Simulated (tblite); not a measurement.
A geometry optimisation, step by step.

C4H13B2NO.
Atom-mapped SMILES: `[BH2:1][N:2]([CH3:3])[BH:4][O:5][CH:6]([CH3:7])[CH3:8]` (hydrogens: H9, H10 on B1; H11, H12, H13 on C3; H14 on B4; H15 on C6; H16, H17, H18 on C7; H19, H20, H21 on C8)

Computed with GFN2-xTB (tblite), gas phase: L-BFGS steps from a force-field or distance-geometry start until the largest atomic force falls under 0.01 eV/Å. 6 of its 167 geometries are shown.

Step 0: E = -671.0945 eV, largest atomic force 4.383 eV/Å
```
atom  x, y, z in Å  |  force x, y, z in eV/Å
B1      2.950    1.529    0.383   -1.963   0.120  -2.524
N2      2.025    0.500   -0.306   -0.842   1.685   3.958
C3      2.490   -0.853   -0.048    1.130  -0.255  -0.303
B4      0.584    0.722    0.102    0.057   0.119  -3.724
O5     -0.497    0.095   -0.683    3.511   0.417   1.742
C6     -1.514   -0.159    0.227   -0.210   0.979   0.467
C7     -1.851   -1.610    0.269   -0.926  -1.618   0.438
C8     -2.704    0.625   -0.255   -1.131   0.879   0.266
H9      2.381    2.452    0.898    0.551  -0.642   0.015
H10     3.971    1.742   -0.156    0.199  -0.555   0.568
H11     2.518   -1.029    1.054   -0.245  -0.313  -0.695
H12     1.903   -1.627   -0.570    0.188   0.423   0.258
H13     3.551   -0.875   -0.373   -0.461  -0.367  -0.043
H14     0.276    1.759    0.590    0.079  -0.531   0.334
H15    -1.180    0.188    1.238   -0.529  -0.258  -0.256
H16    -2.869   -1.689    0.749    1.031  -0.275  -0.410
H17    -1.137   -2.218    0.878   -0.487   0.451  -0.685
H18    -1.929   -2.003   -0.770    0.159   0.145   0.810
H19    -3.584    0.225    0.277    0.019   0.327  -0.687
H20    -2.749    0.538   -1.359   -0.293  -0.028   0.776
H21    -2.643    1.705    0.011    0.161  -0.703  -0.305
```

Step 33: E = -673.5988 eV, largest atomic force 0.128 eV/Å
```
atom  x, y, z in Å  |  force x, y, z in eV/Å
B1      2.958    1.677    0.216   -0.042  -0.087  -0.049
N2      1.988    0.679    0.076   -0.071  -0.093  -0.015
C3      2.404   -0.700   -0.170    0.008  -0.030  -0.012
B4      0.578    0.885    0.289    0.004   0.083   0.035
O5     -0.223   -0.181    0.132   -0.014   0.043   0.058
C6     -1.590   -0.281    0.486    0.012  -0.056  -0.020
C7     -1.975   -1.752    0.312    0.007   0.007  -0.007
C8     -2.505    0.612   -0.352    0.059  -0.048   0.016
H9      2.627    2.783    0.370   -0.054   0.093   0.069
H10     4.087    1.377    0.171    0.092   0.033  -0.054
H11     2.460   -1.237    0.781   -0.013  -0.054  -0.093
H12     1.684   -1.202   -0.816   -0.034   0.027   0.074
H13     3.379   -0.729   -0.651    0.048   0.042   0.044
H14     0.206    1.949    0.631   -0.049  -0.024  -0.021
H15    -1.704    0.005    1.544    0.070  -0.005  -0.028
H16    -2.937   -1.957    0.772   -0.031   0.020  -0.011
H17    -1.222   -2.389    0.769   -0.006   0.012   0.041
H18    -2.026   -1.989   -0.747   -0.008  -0.042   0.000
H19    -3.525    0.484    0.005    0.012   0.079  -0.075
H20    -2.456    0.327   -1.402    0.015   0.007   0.024
H21    -2.217    1.655   -0.261   -0.006  -0.007   0.025
```

Step 66: E = -673.6504 eV, largest atomic force 0.083 eV/Å
```
atom  x, y, z in Å  |  force x, y, z in eV/Å
B1      2.883    1.711    0.166    0.017   0.009   0.001
N2      1.970    0.653    0.125   -0.008   0.010  -0.010
C3      2.416   -0.686   -0.247   -0.011   0.009   0.003
B4      0.573    0.810    0.434    0.066   0.035   0.036
O5     -0.210   -0.269    0.295    0.023  -0.005  -0.035
C6     -1.601   -0.303    0.549   -0.046  -0.021  -0.011
C7     -2.043   -1.755    0.385   -0.035  -0.039   0.002
C8     -2.370    0.614   -0.401    0.000  -0.006  -0.036
H9      2.516    2.775    0.484   -0.006  -0.023  -0.006
H10     4.004    1.518   -0.125   -0.007   0.020   0.010
H11     2.408   -1.340    0.627   -0.020  -0.003   0.015
H12     1.744   -1.116   -0.990   -0.011   0.022  -0.008
H13     3.427   -0.649   -0.647   -0.026  -0.001  -0.004
H14     0.171    1.854    0.801    0.026   0.011   0.012
H15    -1.786    0.017    1.585    0.036   0.048   0.029
H16    -3.087   -1.871    0.662   -0.028   0.015  -0.008
H17    -1.438   -2.401    1.016    0.002   0.008  -0.020
H18    -1.913   -2.054   -0.652   -0.001  -0.055   0.010
H19    -3.439    0.539   -0.210    0.038  -0.011   0.000
H20    -2.171    0.323   -1.430   -0.021  -0.010  -0.011
H21    -2.061    1.647   -0.273    0.011  -0.012   0.030
```

Step 100: E = -673.6640 eV, largest atomic force 0.060 eV/Å
```
atom  x, y, z in Å  |  force x, y, z in eV/Å
B1      2.880    1.716    0.212    0.034   0.003   0.014
N2      1.968    0.660    0.160    0.049  -0.034   0.002
C3      2.377   -0.649   -0.336    0.004  -0.009  -0.018
B4      0.586    0.783    0.540    0.042  -0.013  -0.015
O5     -0.207   -0.261    0.265    0.006  -0.045   0.012
C6     -1.596   -0.291    0.527   -0.024   0.003  -0.006
C7     -2.046   -1.749    0.469   -0.007  -0.002   0.019
C8     -2.337    0.570   -0.495   -0.026   0.013   0.003
H9      2.527    2.759    0.603   -0.016   0.004   0.021
H10     3.983    1.543   -0.145    0.011   0.020  -0.003
H11     2.276   -1.398    0.454   -0.008   0.024  -0.025
H12     1.738   -0.952   -1.166   -0.005  -0.001   0.005
H13     3.412   -0.622   -0.670   -0.011   0.006   0.010
H14     0.204    1.759    1.073   -0.009   0.050   0.000
H15    -1.783    0.116    1.533   -0.001  -0.013  -0.008
H16    -3.106   -1.827    0.693    0.008   0.003  -0.027
H17    -1.488   -2.339    1.192    0.000   0.005  -0.004
H18    -1.854   -2.151   -0.524   -0.030   0.007   0.025
H19    -3.403    0.573   -0.287   -0.020  -0.025   0.004
H20    -2.172    0.188   -1.500    0.010  -0.001   0.028
H21    -1.966    1.591   -0.444   -0.006   0.005  -0.035
```

Step 133: E = -673.6818 eV, largest atomic force 0.056 eV/Å
```
atom  x, y, z in Å  |  force x, y, z in eV/Å
B1      2.952    1.627    0.472    0.025   0.027   0.010
N2      1.989    0.661    0.171    0.039  -0.005   0.006
C3      2.347   -0.529   -0.592    0.022   0.008   0.011
B4      0.613    0.765    0.571   -0.038  -0.030  -0.029
O5     -0.214   -0.224    0.195   -0.030   0.008   0.019
C6     -1.599   -0.233    0.483    0.011  -0.015   0.024
C7     -2.047   -1.679    0.692    0.019   0.017  -0.026
C8     -2.371    0.417   -0.665    0.002   0.007   0.041
H9      2.647    2.566    1.099   -0.028   0.005  -0.005
H10     4.052    1.489    0.092    0.015  -0.009   0.005
H11     2.085   -1.424   -0.025   -0.018  -0.004  -0.037
H12     1.799   -0.549   -1.535   -0.031  -0.024   0.006
H13     3.415   -0.536   -0.800   -0.001   0.002   0.001
H14     0.248    1.689    1.204    0.006  -0.001   0.013
H15    -1.781    0.343    1.404    0.006   0.004  -0.009
H16    -3.111   -1.704    0.912    0.001  -0.016   0.031
H17    -1.501   -2.133    1.516   -0.015   0.027  -0.030
H18    -1.861   -2.256   -0.211    0.024   0.005   0.025
H19    -3.425    0.481   -0.407   -0.013  -0.015  -0.046
H20    -2.255   -0.173   -1.571   -0.011   0.006  -0.021
H21    -1.991    1.419   -0.850    0.014   0.004   0.009
```

Step 166: E = -673.6896 eV, largest atomic force 0.009 eV/Å
```
atom  x, y, z in Å  |  force x, y, z in eV/Å
B1      3.011    1.496    0.646    0.004   0.004   0.001
N2      1.999    0.644    0.197   -0.002  -0.007  -0.002
C3      2.288   -0.424   -0.753    0.001   0.001   0.001
B4      0.629    0.753    0.622   -0.001  -0.002   0.002
O5     -0.243   -0.129    0.115    0.000   0.004   0.004
C6     -1.620   -0.156    0.424   -0.003  -0.002   0.003
C7     -1.995   -1.575    0.851    0.001  -0.003  -0.003
C8     -2.414    0.283   -0.806   -0.005  -0.001   0.005
H9      2.742    2.347    1.403    0.002  -0.004  -0.003
H10     4.109    1.349    0.263   -0.002   0.000   0.001
H11     1.930   -1.378   -0.363    0.005   0.004   0.001
H12     1.772   -0.237   -1.697   -0.001   0.001   0.003
H13     3.358   -0.487   -0.937    0.001   0.001  -0.004
H14     0.312    1.586    1.392   -0.004  -0.004  -0.001
H15    -1.824    0.539    1.253    0.001   0.005  -0.004
H16    -3.046   -1.621    1.121   -0.001   0.006  -0.005
H17    -1.397   -1.877    1.707    0.002   0.003   0.000
H18    -1.806   -2.267    0.034    0.002  -0.005   0.000
H19    -3.480    0.246   -0.597   -0.003   0.000  -0.001
H20    -2.192   -0.375   -1.643   -0.003   0.003   0.005
H21    -2.143    1.300   -1.080    0.007  -0.003  -0.004
```

Problem. Summarise the path.

Solution. The energy falls by 59.84 kcal/mol from step 0 to step 166; nine tenths of that is first reached at step 18. It falls at every step. The largest force goes from 4.383 to 0.009 eV/Å. Among the bonds B1–N2 changes most, from 1.546 to 1.397 Å; the atoms move by 0.887 Å rms after alignment.

The cost below is that of the whole relaxation. The run took 1.1 s wall on Arm Neoverse V1, one thread, no GPU, shared host with 32 logical CPUs at a one-minute load of 5.8.
